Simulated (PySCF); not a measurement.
# Identify the compound

An unknown has the formula C$_{3}$H$_{6}$BF$_{3}$. Its calculated NMR data are:

¹H NMR (400 MHz, computed): δ 7.69 (br, 1H), 2.13 (qq, J = 12.6, 1.7 Hz, 2H), 1.16 (t, J = 1.7 Hz, 3H).

¹³C{¹H} NMR (computed): δ 132.6 (C, q, J = 338.3 Hz), 39.6 (CH2, q, J = 32.3 Hz), 15.9 (CH3).

One averaged value for each set of equivalent atoms, non-relativistic Hamiltonian, no solvent, one computed conformer. Couplings computed with B3LYP/pcJ-1 (spin–dipole term only in couplings to heteroatoms); coordinates at the PBE0-D3(BJ)/def2-SVP level; GIAO PBE0/pcSseg-1 shieldings; PySCF.

Shifts are taken against calculated references (same method and geometry level): ¹H (31.27 ppm) and ¹³C (184.41 ppm) vs TMS.

Question: What is the structure?

Answer: 
1. 3 carbon signals for 3 carbons: no two carbons are equivalent.
2. Carbon types of the structure: 1 × C, 1 × CH2, 1 × CH3, leaving 1 H on heteroatoms.
3. δC 132.6: CF3 carbon; 3 electronegative neighbours deshield it.
4. δC 39.6: sp3 CH2 bonded to B.
5. δC 15.9: methyl carbon bonded to B.
6. δH 7.69: hydrogen on a boron bonded to 2 C.
7. δH 2.13: hydrogen on an sp3 CH2 bonded to B.
8. δH 1.16: hydrogen on a methyl carbon bonded to B.
9. The protons at 1.16 and 7.69 share a coupling of 5.5 Hz (vicinal).

These data were computed for `CBCC(F)(F)F`.

The data come from this structure; uniqueness wasn't tested.

Hydrogens on boron are broadened and split by ¹¹B (spin 3/2, 80 %) and 10B (spin 3). A carbon bonded to boron is broadened by the quadrupolar boron nucleus and is often missing from a measured spectrum. C–F couplings over four or more bonds (about 3 Hz to the para carbon of a fluoroarene) are left out. Common functionals overestimate the size of one-bond C–F couplings by tens of Hz; these are unscaled. Multiplet labels drop couplings under 1 Hz and merge nearly equal ones. Shifts are as computed. Against solution values, carbons near 30 ppm lie about +2 ppm off and those near 130 ppm about +5 ppm. Of 1309 compounds with measured shifts, 239 miss one by over three times the rms of a fit or turn the order of signals round; such compounds aren't used in these exercises. Vicinal couplings across rotatable single bonds and in flexible rings belong to the one computed conformer; a conformer average would change them.
